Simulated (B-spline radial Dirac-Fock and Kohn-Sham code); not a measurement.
# K edges in EELS at 200 kV and 20 mrad, C to As

Calculated with an atomic code on a B-spline grid, using the first Born approximation with generalised oscillator strengths from a Dirac-Hartree-Slater potential (longitudinal and transverse terms; continuum final states only, so no white lines or fine structure). Partial cross sections in barn for windows above the edge. Edges are tabulated values, any marked * orbital energies of the model.

```csv
Z,element,edge (eV),Δ = 50 eV,Δ = 100 eV,Δ = 200 eV
6,C,284.2,3700,6000,8440
7,N,409.9,1830,3110,4660
9,F,696.7,560,1020,1670
12,Mg,1303.0,123,233,412
16,S,2472.0,21.5,42.1,78.9
18,Ar,3205.9,10.0,19.9,37.9
20,Ca,4038.5,5.08,9.95,19.0
22,Ti,4966.0,2.62,5.15,9.88
24,Cr,5989.0,1.39,2.74,5.31
30,Zn,9659.0,0.247,0.489,0.957
31,Ga,10367.0,0.189,0.374,0.732
32,Ge,11103.0,0.144,0.286,0.562
33,As,11867.0,0.110,0.220,0.433
```
